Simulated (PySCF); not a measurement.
From computed data to an observable: oscillator strength and radiative lifetime

BH2IO2, SMILES OB(O)I.

Geometry: PBE-D3(BJ)/def2-SVP. The def2 effective core potentials stand for the cores of I; spin–orbit coupling is left out. Other conformers were not sampled.

TDDFT-LC-ωPBE/def2-SVPD in PySCF puts the first singlet state with f over 0.02 at 7.32 eV (vertical), with the transition dipole (0.771, 0.247, 0.000) in atomic units.

Problem. Find the oscillator strength, the wavelength and the radiative lifetime that this transition would have in vacuum if emission retraced absorption.

Solution. 
|μ|² = 0.6554 au, so |μ| = 2.06 D. ΔE = 7.32/27.211 = 0.2690 hartree. f = (2/3) ΔE |μ|² = 0.118 (the program prints 0.117).
λ = 1239.84/7.32 = 169 nm; ν = 59040 cm⁻¹.
Einstein's coefficient A = 0.6670 ν² f s⁻¹ (ν in cm⁻¹) = 2.7e8 s⁻¹, so τ = 1/A = 3.7 ns. This state is S4; the lower singlets have f = 0.003, 0.005, 0.000. The figure is the radiative limit of this one transition; relaxation, internal conversion, crossing to triplets and a medium change what is measured.
